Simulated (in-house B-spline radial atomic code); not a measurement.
RPA and G0W0 for S⁴⁺, [Ne] 3s2, as one setting changes: the share of exact exchange in the PBE hybrid start. A dash marks a level of low quasi-particle weight. Computed with a B-spline radial code for spherical atoms: all electrons, non-relativistic, point nucleus, each spin shell either full or empty, empty states to l = 9 with an (l + 1/2)⁻⁴ tail; G0W0 by contour deformation at full frequency.

| share of exact exchange in the PBE hybrid start | mean-field level (eV) | G0W0 level (eV) | RPA correlation (Eh) |
| --- | --- | --- | --- |
| 0 | -65.74 | 3s -72.93 | -0.75458 |
| 0.1 | -66.36 | 3s -72.88 | -0.74319 |
| 0.2 | -66.97 | 3s -72.84 | -0.73258 |
| 0.3 | -67.57 | 3s -72.80 | -0.72265 |
| 0.4 | -68.18 | 3s -72.77 | -0.71329 |
| 0.5 | ? | ? | ? |
| 0.6 | -69.39 | 3s -72.69 | -0.69601 |
| 0.7 | -70.00 | 3s -72.66 | -0.68797 |
| 0.8 | ? | ? | ? |
| 0.9 | -71.20 | 3s -72.59 | -0.67291 |
| 1 | -71.80 | 3s -72.56 | -0.66582 |

Q: What belongs in the row for 0.5?

A: mean-field level (eV): -68.79; G0W0 level (eV): 3s -72.73; RPA correlation (Eh): -0.70443.

Q: What belongs in the row for 0.8?

A: mean-field level (eV): -70.60; G0W0 level (eV): 3s -72.62; RPA correlation (Eh): -0.68029.
